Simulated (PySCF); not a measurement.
How exact exchange moves a shielding

Molecule: SMILES C=C[Si@H](F)[SiH3], C₂H₇FSi₂.

Molfile (atoms numbered from 1):
```
C2H7FSi2
     RDKit          3D

 12 11  0  0  0  0  0  0  0  0999 V2000
   -1.6313    0.4670    0.9994 C   0  0  0  0  0  0  0  0  0  0  0  0
   -1.5196   -0.4276    0.0100 C   0  0  0  0  0  0  0  0  0  0  0  0
    0.0708   -0.7654   -0.8967 Si  0  0  2  0  0  4  0  0  0  0  0  0
    0.4467   -2.3508   -0.7450 F   0  0  0  0  0  0  0  0  0  0  0  0
    1.8495    0.4990   -0.0332 Si  0  0  0  0  0  4  0  0  0  0  0  0
   -2.5851    0.6656    1.5006 H   0  0  0  0  0  0  0  0  0  0  0  0
   -0.7754    1.0494    1.3614 H   0  0  0  0  0  0  0  0  0  0  0  0
   -2.4204   -0.9778   -0.2950 H   0  0  0  0  0  0  0  0  0  0  0  0
   -0.1079   -0.5227   -2.3606 H   0  0  0  0  0  0  0  0  0  0  0  0
    1.9597    0.3217    1.4476 H   0  0  0  0  0  0  0  0  0  0  0  0
    1.6271    1.9503   -0.3239 H   0  0  0  0  0  0  0  0  0  0  0  0
    3.1311    0.0706   -0.6708 H   0  0  0  0  0  0  0  0  0  0  0  0
  1  2  2  0
  2  3  1  0
  3  4  1  0
  3  5  1  0
  1  6  1  0
  1  7  1  0
  2  8  1  0
  3  9  1  6
  5 10  1  0
  5 11  1  0
  5 12  1  0
M  END
```

GIAO shieldings (ppm, equivalent atoms averaged) in PySCF 2.14.0 with density-fitted response routines on the PBE0-D3(BJ)/def2-SVP geometry, basis pcSseg-2, gas phase, non-relativistic:

```csv
functional,exact exchange (%),σ(C2),σ(C1),σ(Si3),σ(F4)
BLYP,0,26.7,28.6,299.0,367.1
BP86,0,32.0,31.4,307.6,369.2
PBE,0,31.4,31.0,308.3,368.6
B3LYP,20,30.7,30.3,314.5,376.9
mPW1PW91,25,36.0,32.8,327.2,381.0
BHandHLYP,50,36.5,33.8,337.9,388.1
HF,100,48.4,42.1,381.3,402.8
```

(1) Fit each shielding as a line in the percentage of exact exchange.

(2) What does the line predict for PBE0 (25 %), and what does the run give?

## Answers

(1) σ(C2) = 29.6 + 0.18 x (rms 2.1 ppm); σ(C1) = 29.7 + 0.11 x (rms 1.3 ppm); σ(Si3) = 304.1 + 0.75 x (rms 4.0 ppm); σ(F4) = 369.4 + 0.35 x (rms 1.6 ppm). The functionals also differ in their semilocal parts, which the line can't hold; Hartree–Fock has no correlation at all.

(2) σ(C2): 34.1 predicted, 36.4 computed; σ(C1): 32.5 predicted, 33.3 computed; σ(Si3): 322.9 predicted, 327.9 computed; σ(F4): 378.1 predicted, 380.7 computed ppm.
